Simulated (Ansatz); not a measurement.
`[CH3][GeH]([CH3])[Br]` + `C#C` → `C#[C][GeH]([CH3])[CH3]` + HBr  (formal exchange of groups at a Ge–Br bond)

Gas-phase electronic energies from Ansatz, PBE0-D4/def2-TZVP geometries. CCSD(T)/CBS adds triple-zeta CCSD(T) − MP2 to the extrapolated MP2 energy (def2 sets, frozen cores). This one scheme is used for every species. DFT in def2-TZVPP. B3LYP here is the variant with VWN-RPA as its local correlation; programs differ in this. For Br, Ge outer-core shells are correlated without core-valence functions, which leaves a few kJ/mol of doubt a bond. Scalar relativity is left out up to krypton.

```tsv
level	ΔE (kJ/mol)	difference from CCSD(T)/CBS
PBE-D4	72.3	0.1
r2SCAN-D4	74.6	2.4
PBE0-D4	74.6	2.4
B3LYP-D4	75.2	3.0
ωB97X-V	73.8	1.6
ωB97M-V	74.8	2.6
B2PLYP	72.5	0.3
PBE	72.4	0.2
r2SCAN	75.0	2.8
PBE0	74.8	2.6
B3LYP	75.1	2.9
HF/def2-TZVPP	82.2	10.0
MP2/def2-TZVPP	67.1	-5.1
SCS-MP2/def2-TZVPP	66.6	-5.6
CCSD/def2-TZVPP	66.9	-5.3
CCSD(T)/def2-TZVPP	65.1	-7.1
HF/def2-QZVPP	82.1	9.9
MP2/def2-QZVPP	71.2	-1.0
SCS-MP2/def2-QZVPP	70.4	-1.8
HF/CBS(def2)	82.1	9.9
MP2/CBS(def2)	74.3	2.1
CCSD/CBS(def2)	74.1	1.9
CCSD(T)/CBS	72.2	0
```

Largest T1 diagnostic among the species: 0.013.

In def2-TZVPP, CCSD(T) changes the Hartree–Fock value by −17.1 kJ/mol (the triples alone add −1.9 kJ/mol) and MP2 by −15.0 kJ/mol.
